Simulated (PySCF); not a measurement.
C2H5Cd, doublet, at a GFN2-xTB geometry (such geometries of metal compounds can be far from the true shape) (the spin is typed, not shown lowest) (all electrons, no relativity); B3LYP-D4/3-21G run with PySCF.

Input for PySCF:
```python
from pyscf import gto, scf, dft

mol = gto.Mole()
mol.atom = '''
    Cd    0.291313    0.561750    0.382524
    C    -0.061946   -1.607613   -0.755918
    C    -1.465930   -1.472705   -1.311106
    H     0.009582   -2.423998   -0.033186
    H     0.676080   -1.735788   -1.551424
    H    -1.531763   -0.633651   -2.011794
    H    -2.192442   -1.315852   -0.506813
    H    -1.777223   -2.372823   -1.855781
'''
mol.basis = '3-21g'
mol.charge = 0
mol.spin = 1
mol.verbose = 5
mol.build()

mf = dft.UKS(mol)
mf.xc = 'b3lyp'
mf.disp = 'd4'
mf.kernel()
```

**Question.** Predict the main parts of the log of this PySCF run.

**Answer.** 
```
PySCF version 2.14.0

[INPUT] verbose = 5
[INPUT] max_memory = 4000
[INPUT] num. atoms = 8
[INPUT] num. electrons = 65
[INPUT] charge = 0
[INPUT] spin (= nelec alpha-beta = 2S) = 1
[INPUT] symmetry False subgroup None
[INPUT] Mole.unit = angstrom
[INPUT] Symbol           X                Y                Z      unit          X                Y                Z       unit  Magmom
[...]
[INPUT] ---------------- BASIS SET ----------------
[INPUT] l, kappa, [nprim/nctr], expnt,             c_1 c_2 ...
[INPUT] H
[...]
                                0.824547          0.904691
[...]
[INPUT] Cd
[...]
                                1770.111          0.368157
                                389.209           0.689572
[...]
                                114.8329          0.08327
                                36.95829          0.969798
[...]
                                29.54543          1.218156
                                6.278508          1.05552
[...]
                                2.259746          0.498771
                                0.841426          0.785076
[...]
                                0.101488          1.080944
[...]
                                114.8329          0.60776
                                36.95829          0.399963
[...]
                                29.54543          1.959568
                                6.278508          0.708027
[...]
                                2.259746          0.518661
                                0.841426          0.542666
[...]
                                0.101488          1.000412
[...]
                                26.48196          0.491677
                                8.282886          0.581541
[...]
                                1.357279          0.759168
[...]
[INPUT] C
[...]
                                25.9109           0.358794
                                5.53335           0.700713
[...]
                                0.770545          1.21584
[...]
                                0.770545          0.860619
[...]
nuclear repulsion = 184.767544483781
number of shells = 34
number of NR pGTOs = 126
number of NR cGTOs = 64
basis = 3-21g
ecp = {}

******** <class 'pyscf.dft.uks.UKS'> ********
method = UKS
initial guess = minao
damping factor = 0
level_shift factor = 0
DIIS = <class 'pyscf.scf.diis.CDIIS'>
diis_start_cycle = 1
diis_space = 8
diis_damp = 0
SCF conv_tol = 1e-09
SCF conv_tol_grad = None
SCF max_cycles = 50
direct_scf = True
direct_scf_tol = 1e-13
number electrons alpha = 33  beta = 32
XC library pyscf.dft.libxc version 7.1.2
    S. Lehtola, C. Steigemann, M. J. T. Oliveira, and M. A. L. Marques,  SoftwareX 7, 1–5 (2018)
XC functionals = b3lyp
    P. J. Stephens, F. J. Devlin, C. F. Chabalowski, and M. J. Frisch,  J. Phys. Chem. 98, 11623 (1994)
radial grids:
    Treutler-Ahlrichs [JCP 102, 346 (1995); DOI:10.1063/1.469408] (M4) radial grids

becke partition: Becke, JCP 88, 2547 (1988); DOI:10.1063/1.454033
pruning grids: <function nwchem_prune>
grids dens level: 3
symmetrized grids: False
atomic radii adjust function: <function treutler_atomic_radii_adjust>
small_rho_cutoff = 0
Set gradient conv threshold to 3.16228e-05
atom Cd rad-grids = 95, ang-grids = [ 50  50  50  50  50  50  50  50  50  50  50  50  50  50  50  50  50  50
  50  50  50  50  50  50  50  50  50  50  86  86  86  86  86  86  86  86
  86  86  86  86  86  86  86  86 350 350 350 350 350 350 350 350 350 350
 350 434 434 434 434 434 434 434 434 434 434 434 434 434 434 434 434 434
 434 434 434 434 350 350 350 350 350 350 350 350 350 350 350 350 350 350
 350 350 350 350 350]
atom C rad-grids = 75, ang-grids = [ 50  50  50  50  50  50  50  50  50  50  50  50  50  50  50  50  50  50
  50  50  50  50  86  86  86  86  86  86  86  86  86  86 266 266 266 266
 266 266 302 302 302 302 302 302 302 302 302 302 302 302 302 302 302 302
 302 302 302 302 266 266 266 266 266 266 266 266 266 266 266 266 266 266
 266 266 266]
[...]
  1.12516717e+00  1.28001595e+00  1.28273839e+00  1.35114646e+00
  1.35499138e+00  1.35878142e+00  1.74788287e+00  2.02746167e+00]
  beta  mo_energy =
[-9.39549886e+02 -1.37557836e+02 -1.27784472e+02 -1.27784427e+02
 -1.27783871e+02 -2.59228795e+01 -2.17495533e+01 -2.17494655e+01
 -2.17473742e+01 -1.50159067e+01 -1.50159038e+01 -1.50145544e+01
 -1.50144893e+01 -1.50140498e+01 -1.01118078e+01 -1.01086046e+01
 -3.77810634e+00 -2.42810796e+00 -2.42798014e+00 -2.42390795e+00
 -7.42062117e-01 -5.89021932e-01 -5.25107232e-01 -5.25088694e-01
 -5.22564320e-01 -5.22199671e-01 -5.19793714e-01 -4.37298204e-01
 -4.06977713e-01 -3.62904442e-01 -3.41816366e-01 -2.22092597e-01
 -8.48167805e-02 -1.96483191e-02 -1.82974889e-02  3.29282602e-02
  8.26531176e-02  1.21445535e-01  1.22050395e-01  1.77230944e-01
  1.91370482e-01  1.91725368e-01  2.09389103e-01  2.29702037e-01
  2.38778789e-01  2.73457086e-01  7.06942825e-01  7.46356620e-01
  7.63150938e-01  8.15909731e-01  8.67026997e-01  8.81718877e-01
  1.01224446e+00  1.07270937e+00  1.07804483e+00  1.08534255e+00
  1.12870969e+00  1.28362353e+00  1.28648375e+00  1.35611123e+00
  1.36369322e+00  1.36387388e+00  1.75391817e+00  2.03996017e+00]
multiplicity <S^2> = 0.76132516  2S+1 = 2.0112933
nelec by numeric integration = [33.00000179 32.00000226]
E1 = -7992.084242149047  E2 = 2286.220889739203  Ecoul = 2449.8358854548333  Exc = -163.61499571563036
cycle= 11 E= -5521.10511183208  delta_E= -1e-10  |g|= 2.16e-06  |ddm|= 2.53e-05
  alpha mo_energy =
[-9.39550129e+02 -1.37558056e+02 -1.27784566e+02 -1.27784505e+02
 -1.27784352e+02 -2.59232348e+01 -2.17498940e+01 -2.17497974e+01
 -2.17477165e+01 -1.50161897e+01 -1.50161864e+01 -1.50147164e+01
 -1.50146375e+01 -1.50144675e+01 -1.01172408e+01 -1.01114221e+01
 -3.77929641e+00 -2.42896682e+00 -2.42880971e+00 -2.42542226e+00
 -7.51266185e-01 -6.01468298e-01 -5.26341926e-01 -5.26238845e-01
 -5.25274529e-01 -5.23839826e-01 -5.22876123e-01 -4.41107471e-01
 -4.15116867e-01 -3.68442115e-01 -3.45327834e-01 -2.53930998e-01
 -1.66416328e-01 -2.49899702e-02 -2.39177940e-02  2.33356821e-02
  7.64289601e-02  1.18540463e-01  1.18871299e-01  1.62607776e-01
  1.85730336e-01  1.90262586e-01  2.04535224e-01  2.23068713e-01
  2.35724352e-01  2.65133038e-01  7.05156407e-01  7.43085820e-01
  7.58158206e-01  8.09121478e-01  8.51442885e-01  8.61946340e-01
  1.00498870e+00  1.07155596e+00  1.07529009e+00  1.08149066e+00
  1.12516625e+00  1.28001628e+00  1.28273870e+00  1.35114664e+00
  1.35499110e+00  1.35878152e+00  1.74788235e+00  2.02746079e+00]
  beta  mo_energy =
[-9.39549885e+02 -1.37557835e+02 -1.27784471e+02 -1.27784426e+02
 -1.27783870e+02 -2.59228788e+01 -2.17495526e+01 -2.17494648e+01
 -2.17473735e+01 -1.50159060e+01 -1.50159030e+01 -1.50145537e+01
 -1.50144886e+01 -1.50140491e+01 -1.01118079e+01 -1.01086062e+01
 -3.77810595e+00 -2.42810759e+00 -2.42797977e+00 -2.42390759e+00
 -7.42062900e-01 -5.89022995e-01 -5.25106940e-01 -5.25088402e-01
 -5.22564062e-01 -5.22199414e-01 -5.19793483e-01 -4.37299130e-01
 -4.06978063e-01 -3.62905433e-01 -3.41817402e-01 -2.22093145e-01
 -8.48170115e-02 -1.96483296e-02 -1.82974909e-02  3.29279221e-02
  8.26532464e-02  1.21445439e-01  1.22050191e-01  1.77230682e-01
  1.91370119e-01  1.91725047e-01  2.09388679e-01  2.29700970e-01
  2.38778021e-01  2.73456198e-01  7.06942044e-01  7.46355925e-01
  7.63150270e-01  8.15908826e-01  8.67026064e-01  8.81717737e-01
  1.01224373e+00  1.07270929e+00  1.07804466e+00  1.08534095e+00
  1.12870896e+00  1.28362367e+00  1.28648389e+00  1.35611130e+00
  1.36369295e+00  1.36387389e+00  1.75391748e+00  2.03995923e+00]
multiplicity <S^2> = 0.76132528  2S+1 = 2.0112934
nelec by numeric integration = [33.00000179 32.00000226]
E1 = -7992.084217066278  E2 = 2286.2208646564577  Ecoul = 2449.8358604590453  Exc = -163.61499580258737
Extra cycle  E= -5521.10511183205  delta_E= 2.36e-11  |g|= 2.48e-06  |ddm|= 9.25e-06
converged SCF energy = -5521.10511183205  <S^2> = 0.76132528  2S+1 = 2.0112934
```
